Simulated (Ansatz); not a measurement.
Start from `CO[SiH](N)N` and change one atom or group to get `N[SiH](N)O`.

Ansatz, PBE0-D4/def2-TZVP geometries, multiplicity 1. Each molecule was computed in one conformer, which needn't be the lowest.

```csv
property,`CO[SiH](N)N`
LUMO energy (PBE0/def2-TZVPP) / eV,0.96
HOMO–LUMO gap (PBE0/def2-TZVPP) / eV,8.35
HOMO energy (PBE0/def2-TZVPP) / eV,-7.39
LUMO energy (ωB97M-V/def2-TZVPP) / eV,2.34
HOMO energy (PBE/def2-TZVPP) / eV,-5.93
HOMO energy (ωB97M-V/def2-TZVPP) / eV,-9.80
```

Q: Give the same properties after the change, and the shifts. (Best estimate.)

A: Computed: 
```json
{"property": "LUMO energy (PBE0/def2-TZVPP) / eV", "`N[SiH](N)O`": "0.91", "shift": "-0.05"}
{"property": "HOMO–LUMO gap (PBE0/def2-TZVPP) / eV", "`N[SiH](N)O`": "8.33", "shift": "-0.02"}
{"property": "HOMO energy (PBE0/def2-TZVPP) / eV", "`N[SiH](N)O`": "-7.42", "shift": "-0.03"}
{"property": "LUMO energy (ωB97M-V/def2-TZVPP) / eV", "`N[SiH](N)O`": "2.29", "shift": "-0.05"}
{"property": "HOMO energy (PBE/def2-TZVPP) / eV", "`N[SiH](N)O`": "-5.95", "shift": "-0.02"}
{"property": "HOMO energy (ωB97M-V/def2-TZVPP) / eV", "`N[SiH](N)O`": "-9.83", "shift": "-0.03"}
```
